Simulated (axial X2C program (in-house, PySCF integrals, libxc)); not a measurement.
Potential curves of NaAu, 2c

All values were computed with an in-house relativistic program for diatomic molecules. Two-component (2c) means X2C with spin–orbit coupling and atomic mean-field two-electron Coulomb and Gaunt terms. Basis: Au dyall-cv3z [13s14p9d6f4g], Na dyall-cv3z [9s8p5d2f] (cores contracted in-house); Gaussian nuclei, density fitting, unrestricted open shells. Masses: Au 196.967 u, Na 22.990 u.

State: Ω = 0 (closed shell). Energies in eV from the fragments at the same level (Au + Na). Fits are polynomials in 1 − R0/R over 0.85 to 1.23 times the lowest point R0.

```
 R (Å)      MP2
2.2629  -2.1929
2.3669  -2.4178
2.4449  -2.5138
2.5230  -2.5628
2.6010  -2.5751
2.6920  -2.5540
2.7831  -2.5045
2.9001  -2.4114
3.0432  -2.2683
3.2512  -2.0309
```

Correlated methods: 12 electrons correlated (number of frozen shells: Au 5 s, 4 p, 2 d, 1 f; Na 2 s, 1 p), 310 virtual spin orbitals or spinors in MP2.

One determinant describes the state; a PBE0 search over occupations chose it and may have missed a lower one. Closed shells are restricted here (equal orbitals for both partners); the stretched side of such a curve lies too high. Dissociation energies refer to the lowest single-determinant-based atoms at the same level and basis. With the outer-core shells frozen, correlated bond lengths of heavy atoms tend to come out a few hundredths of an ångström too long. MP2 and coupled cluster on one determinant become unreliable at the stretched end.

Question: Fit the MP2 curve near its minimum: give the equilibrium distance, the harmonic wavenumber and the well depth.

Answer: At MP2, 2c: Re = 2.593 Å, ωe ≈ 251 cm⁻¹, De = 2.58 eV to Au + Na; Be follows as 0.122 cm⁻¹.
